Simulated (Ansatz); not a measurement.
Start from `O[SiH](O)[SiH](Cl)Cl` and change one atom or group to get `O[SiH2][SiH](Cl)Cl`.

Ansatz, PBE0-D4/def2-TZVP geometries, multiplicity 1. Each molecule was computed in one conformer, which needn't be the lowest.

```json
{"property": "HOMO–LUMO gap (PBE0/def2-TZVPP) / eV", "`O[SiH](O)[SiH](Cl)Cl`": "7.29"}
{"property": "size of the dipole moment (B3LYP/def2-TZVPP) / D", "`O[SiH](O)[SiH](Cl)Cl`": "2.12"}
{"property": "HOMO energy (ωB97M-V/def2-TZVPP) / eV", "`O[SiH](O)[SiH](Cl)Cl`": "-10.07"}
{"property": "HOMO–LUMO gap (B3LYP/def2-TZVPP) / eV", "`O[SiH](O)[SiH](Cl)Cl`": "6.93"}
{"property": "HOMO energy (PBE0/def2-TZVPP) / eV", "`O[SiH](O)[SiH](Cl)Cl`": "-8.03"}
{"property": "LUMO energy (ωB97M-V/def2-TZVPP) / eV", "`O[SiH](O)[SiH](Cl)Cl`": "1.06"}
```

(1) What does the change do to each property? (Estimate.)

## Answers

(1) Computed: 
| property | `O[SiH2][SiH](Cl)Cl` | shift |
| --- | --- | --- |
| HOMO–LUMO gap (PBE0/def2-TZVPP) / eV | 6.99 | -0.30 |
| size of the dipole moment (B3LYP/def2-TZVPP) / D | 0.71 | -1.41 |
| HOMO energy (ωB97M-V/def2-TZVPP) / eV | -10.03 | 0.04 |
| HOMO–LUMO gap (B3LYP/def2-TZVPP) / eV | 6.63 | -0.30 |
| HOMO energy (PBE0/def2-TZVPP) / eV | -7.99 | 0.04 |
| LUMO energy (ωB97M-V/def2-TZVPP) / eV | 0.79 | -0.27 |

Dipoles are sizes alone; their direction can turn.

B3LYP here is the variant with VWN-RPA as its local correlation; programs differ in this.
